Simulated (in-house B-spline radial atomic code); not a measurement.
Inner levels of cadmium as electrons are removed. A shift is the extra binding of the orbital against the neutral atom ([Kr] 4d10 5s2). The density at the nucleus is averaged over the nuclear charge. Computed with a radial B-spline atomic code at the basis-set limit: Dirac-Hartree-Fock, average of the configuration, finite nuclei.

| ion | configuration | shift of 3p1/2 (eV) | shift of 3p3/2 (eV) | shift of 4s1/2 (eV) | radius of 3p1/2 (bohr) | radius of 3p3/2 (bohr) | radius of 4s1/2 (bohr) | Σ<r²> (bohr²) | change of density at nucleus (bohr⁻³) |
| --- | --- | --- | --- | --- | --- | --- | --- | --- | --- |
| Cd | [Kr] 4d10 5s2 | 0 | 0 | 0 | 0.34813 | 0.35871 | 0.88523 | 52.352 | - |
| Cd+ | [Kr] 4d10 5s1 | ? | ? | ? | ? | ? | ? | ? | ? |
| Cd2+ | [Kr] 4d10 | ? | ? | ? | ? | ? | ? | ? | ? |
| Cd3+ | [Kr] 4d9 | 35.992 | 35.992 | 35.043 | 0.34808 | 0.35866 | 0.88195 | 25.671 | -29.772 |
| Cd4+ | [Kr] 4d8 | ? | ? | ? | ? | ? | ? | ? | ? |
| Cd5+ | [Kr] 4d7 | 76.111 | 76.086 | 72.166 | 0.3479 | 0.35846 | 0.87008 | 20.353 | -10.301 |
| Cd6+ | [Kr] 4d6 | 98.346 | 98.298 | 92.275 | 0.34776 | 0.3583 | 0.86334 | 18.209 | 2.304 |
| Cd7+ | [Kr] 4d5 | 121.91 | 121.83 | 113.29 | 0.34758 | 0.3581 | 0.85623 | 16.303 | 16.74 |
| Cd8+ | [Kr] 4d4 | 146.73 | 146.61 | 135.14 | 0.34737 | 0.35785 | 0.84885 | 14.588 | 32.953 |
| Cd9+ | [Kr] 4d3 | 172.77 | 172.6 | 157.78 | 0.34711 | 0.35757 | 0.84127 | 13.033 | 50.905 |
| Cd10+ | [Kr] 4d2 | 199.97 | 199.75 | 181.17 | 0.34681 | 0.35723 | 0.83357 | 11.611 | 70.563 |
| Cd11+ | [Kr] 4d1 | 228.31 | 228.02 | 205.28 | 0.34648 | 0.35686 | 0.82578 | 10.305 | 91.899 |
| Cd12+ | [Ar] 3d10 4s2 4p6 | 257.75 | 257.39 | 230.08 | 0.3461 | 0.35643 | 0.81796 | 9.099 | 114.89 |
| Cd13+ | [Ar] 3d10 4s2 4p5 | 289.61 | 289.17 | 254.71 | 0.34621 | 0.35655 | 0.80963 | 8.1117 | 143.72 |
| Cd14+ | [Ar] 3d10 4s2 4p4 | 322.24 | 321.72 | 279.81 | 0.34584 | 0.35612 | 0.80152 | 7.1755 | 173.77 |
| Cd15+ | [Ar] 3d10 4s2 4p3 | 355.65 | 355.03 | 305.37 | 0.34543 | 0.35565 | 0.79359 | 6.2863 | 205.03 |
| Cd16+ | [Ar] 3d10 4s2 4p2 | 389.81 | 389.09 | 331.4 | 0.34499 | 0.35515 | 0.78586 | 5.4404 | 237.5 |
| Cd17+ | [Ar] 3d10 4s2 4p1 | 424.72 | 423.89 | 357.87 | 0.34453 | 0.35461 | 0.77831 | 4.6347 | 271.2 |

(1) Fill in the row of Cd+.

(2) Fill in the row of Cd2+.

(3) Fill in the row of Cd4+.

Results:

(1) shift of 3p1/2 (eV): 8.4785; shift of 3p3/2 (eV): 8.4799; shift of 4s1/2 (eV): 8.4746; radius of 3p1/2 (bohr): 0.34813; radius of 3p3/2 (bohr): 0.35872; radius of 4s1/2 (bohr): 0.88606; Σ<r²> (bohr²): 38.477; change of density at nucleus (bohr⁻³): -13.445.

(2) shift of 3p1/2 (eV): 18.388; shift of 3p3/2 (eV): 18.391; shift of 4s1/2 (eV): 18.325; radius of 3p1/2 (bohr): 0.34813; radius of 3p3/2 (bohr): 0.35872; radius of 4s1/2 (bohr): 0.88674; Σ<r²> (bohr²): 29.138; change of density at nucleus (bohr⁻³): -36.476.

(3) shift of 3p1/2 (eV): 55.288; shift of 3p3/2 (eV): 55.279; shift of 4s1/2 (eV): 53.049; radius of 3p1/2 (bohr): 0.34801; radius of 3p3/2 (bohr): 0.35858; radius of 4s1/2 (bohr): 0.87634; Σ<r²> (bohr²): 22.805; change of density at nucleus (bohr⁻³): -21.018.
